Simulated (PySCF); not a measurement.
This script is equivalent to a calculation on He (helium, neutral).

```python
from pyscf import gto, scf, dft, mp, cc
import basis_set_exchange as bse
mol = gto.M(atom="He 0 0 0", charge=0, spin=0, symmetry="D2h",
            basis=gto.basis.parse(bse.get_basis("jorge-DZP-DKH", elements=["He"], fmt="nwchem", header=False)),
            nucmod="G")
mf = dft.UKS(mol, xc="PBE0").sfx2c1e()
mf.irrep_nelec = {'Ag': (1, 1)}
mf.kernel()
```

Task: What total energy does it give?

Result: -2.888 hartree (calculated).

Task: Which occupied shell lies highest, and where?

Result: 1s, at -17.957 eV.
